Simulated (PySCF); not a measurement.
Species: C3H11Ge2N.
Structure used (PBE0-D3(BJ)/def2-SVP), in Å, numbered top down from 1:
```
atom  x, y, z in Å
C1    -1.1756   -0.1372   -1.6287
C2    -1.5250   -0.1966   -0.3384
C3    -2.8308   -0.7569    0.1379
Ge4   -0.2603    0.4759    0.9927
N5     1.3155    0.9977    0.2158
Ge6    2.7055   -0.0863   -0.2841
H7    -0.2104    0.2747   -1.9410
H8    -1.8409   -0.5012   -2.4219
H9    -2.6736   -1.6119    0.8175
H10   -3.4044   -0.0077    0.7101
H11   -3.4598   -1.0989   -0.6991
H12    0.0652   -0.6388    2.0095
H13   -0.8589    1.6969    1.7254
H14    1.3373    1.9468   -0.1435
H15    2.6134   -0.5286   -1.7642
H16    2.6400   -1.3293    0.6201
H17    4.0331    0.6718   -0.0816
```

The closed-shell ground state was solved at several levels (PySCF, density fitting, gas phase). Relativistic effects, spin–orbit coupling among them, are left out although an element past zinc is present.

| level | basis functions | total energy (Eh) | HOMO (eV) | LUMO (eV) | gap (eV) | dipole (D) |
| --- | --- | --- | --- | --- | --- | --- |
| PBE0/def2-SVPD | 244 | -4328.3061 | -6.95 | -0.06 | 6.89 | 0.74 |
| BHandHLYP/def2-SVPD | 244 | -4328.8865 | -8.19 | 0.69 | 8.88 | 0.74 |
| CAM-B3LYP/def2-SVPD | 244 | -4329.1818 | -8.30 | 0.83 | 9.13 | 0.73 |
| PBE0/def2-TZVP | 286 | -4329.0066 | -6.92 | -0.02 | 6.90 | 0.77 |
| wB97X-D/def2-SVPD | 244 | -4329.1141 | -8.80 | 1.68 | 10.48 | 0.74 |
| PBE/def2-SVPD | 244 | -4328.1659 | -5.63 | -1.05 | 4.58 | 0.76 |
| LC-wPBE/def2-SVPD | 244 | -4328.3935 | -9.63 | 1.88 | 11.51 | 0.72 |
| HF/def2-SVPD | 244 | -4324.5377 | -9.85 | 2.19 | 12.04 | 0.79 |
| PBE0/aug-cc-pVDZ | 263 | -4328.8951 | -6.90 | -0.30 | 6.60 | 0.73 |
| LDA/def2-SVPD | 244 | -4321.1502 | -5.74 | -1.24 | 4.50 | 0.72 |
| PBE0/def2-SVP | 175 | -4328.2926 | -6.83 | 0.17 | 7.00 | 0.74 |

(1) Estimate the row for PBE0/6-31G*, a basis of 142 functions; the other rows only guide the guess.

(2) Over all these levels, which gives the widest orbital gap and which the narrowest?

(3) How much does the basis alone move the frontier levels among the 5 PBE0 rows (the withheld one included)?

(4) In the def2-SVPD basis, how does the gap go with the fixed share of exact exchange?

(5) How far do the dipole and the HOMO energy spread over the levels?

Answers

(1) Total energy -4328.3543 Eh, HOMO -6.67 eV, LUMO 0.46 eV, gap 7.13 eV, dipole 0.76 D.

(2) HF/def2-SVPD (Hartree–Fock, all exact exchange) has the widest, 12.04 eV, and LDA/def2-SVPD (LDA) the narrowest, 4.50 eV. The two share the basis. From the narrowest to the widest the HOMO moves by -4.11 eV and the LUMO by +3.43 eV.

(3) The HOMO by 0.28 eV and the LUMO by 0.76 eV. By rising basis size (HOMO, LUMO in eV): 6-31G* -6.67, 0.46; def2-SVP -6.83, 0.17; def2-SVPD -6.95, -0.06; aug-cc-pVDZ -6.90, -0.30; def2-TZVP -6.92, -0.02.

(4) LDA (0 %) 4.50 eV; PBE (0 %) 4.58 eV; PBE0 (25 %) 6.89 eV; BHandHLYP (50 %) 8.88 eV; HF (100 %) 12.04 eV. Each rise in the share widens the gap here.

(5) The dipole runs from 0.72 to 0.79 D (mean 0.75 D) and the HOMO from -9.85 to -5.63 eV.

One conformer stands for the species.

Note: wB97X-D ran without an empirical dispersion term, which enters the total energy and its gradient alone.
